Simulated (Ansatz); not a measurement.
Total energies of the cluster Ge3H from Ansatz at PBE-D4/def2-TZVP, gas phase (1 Eh = 27.2114 eV = 2625.5 kJ/mol). The reference geometry is relaxed at PBE0-D4/def2-SVP.

```xyz
4

Ge   -1.363   -1.216    0.370
Ge   -0.367    0.396   -1.184
Ge    0.696   -0.102    1.094
H     1.034    0.923   -0.281
```

```csv
state,geometry,energy (Eh)
charge 0 doublet,reference,-6230.66828
charge 1 triplet,reference,-6230.36968
charge 0 quartet,relaxed at PBE0-D4/def2-SVP,-6230.60127
free Ge atom (triplet),–,-2076.60177
free H atom (doublet),–,-0.49962
```

Q: Work out the vertical ionisation energy to the triplet.

A: E(charge 1 triplet) − E(charge 0 doublet) = -6230.36968 − (-6230.66828) = 0.29860 Eh = 8.13 eV. For comparison, −ε of the highest occupied level of the spin that leaves is 5.50 eV at this level, 2.63 eV less.

Q: Which of the charge 0 states is lowest, and how far above it are the others?

A: The doublet. quartet: -6230.60127 − (-6230.66828) = 0.06701 Eh = 175.9 kJ/mol.

Q: What is the binding energy per atom against free atoms?

A: Atoms: 3 × (-2076.60177) + 1 × (-0.49962) = -6230.30493 Eh. Binding: -6230.30493 − (-6230.66828) = 0.36335 Eh = 9.89 eV, or 2.47 eV for each of 4 atoms (no zero-point energy, no counterpoise term).

The structure comes from a short search, and lower isomers may exist.
